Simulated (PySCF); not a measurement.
SMILES [Cl][Ge]([Ge]([Cl])([Cl])[Cl])([Cl])[Cl], PBE0/def2-SVP optimised geometry.

```
8

Ge     0.42    -1.15     0.00
Cl    -0.28    -2.18    -1.74
Cl    -0.28    -2.18     1.74
Cl     2.56    -1.15     0.00
Ge    -0.42     1.15     0.00
Cl     0.24     2.16     1.76
Cl     0.31     2.19    -1.72
Cl    -2.56     1.14    -0.04
```

Density from PBE0/def2-TZVP (PySCF) at that geometry.

Minimum of the electron density along straight lines between bonded atoms, close to the bond critical point (lines longer than 1.1 times the sum of covalent radii, or with two minima, are not listed):

```
bond     length / Å  ρ at the minimum / e bohr⁻³  ∇²ρ there / e bohr⁻⁵  position (fraction from the first atom)
-------  ----------  ---------------------------  --------------------  ---------------------------------------
Ge1–Cl2       2.139                        0.109                  0.16                                     0.43
Ge1–Cl3       2.139                        0.109                  0.16                                     0.43
Ge1–Cl4       2.139                        0.109                  0.16                                     0.43
Ge1–Ge5       2.438                          ___                   ___                                     0.50
Ge5–Cl6       2.139                        0.109                  0.16                                     0.43
Ge5–Cl7       2.139                        0.109                  0.16                                     0.43
Ge5–Cl8       2.139                        0.109                  0.16                                     0.43
```

Q: Complete the blanks.

A: 
- Ge1–Ge5, ρ at the minimum / e bohr⁻³: 0.089
- Ge1–Ge5, ∇²ρ there / e bohr⁻⁵: -0.11
